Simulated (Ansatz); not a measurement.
Pt(PH3)2 (P₂PtH₆), relaxed as a singlet with RKS PBE0-D4/def2-SVP in Ansatz, starting from the GFN2-xTB geometry. Force threshold 0.02 eV/Å.

In the def2 sets Pt takes a core potential; there is no spin–orbit coupling.

Start:

```xyz
9

Pt   -0.0237    0.0061   -0.0054
P     0.5070    2.1486    0.1678
H     1.4599    2.7279   -0.6619
H     1.0341    2.6685    1.3440
H    -0.4361    3.1545   -0.0026
P    -0.5171   -2.1462   -0.1710
H    -1.1070   -2.6758   -1.3123
H    -1.3878   -2.7643    0.7183
H     0.4706   -3.1192   -0.0768
```

Problem. Estimate the energy that the relaxation releases and the steps that it takes.

Solution. 2.5 kcal/mol, in 4 steps; 6.5 s on 4 threads of AMD EPYC 7B13 on a shared host. No frequencies were taken in this run, so the end may be a saddle point.

Problem. Does the start keep its bonding?

Solution. By distances, no bond broke or formed. The bond that changes most is P2–H5, from 1.39 to 1.42 Å (atoms count from 1).

Problem. Predict the relaxed structure.

Solution. 
Cartesian coordinates in Å:
```
Pt -0.006 0.002 -0.002
P 0.517 2.173 0.171
H 1.495 2.737 -0.694
H 1.042 2.679 1.392
H -0.486 3.163 -0.019
P -0.520 -2.173 -0.172
H -1.134 -2.667 -1.355
H -1.417 -2.765 0.759
H 0.509 -3.150 -0.079
```
Bond lengths: 2 × P–Pt 2.24 Å; 6 × H–P 1.42 Å.
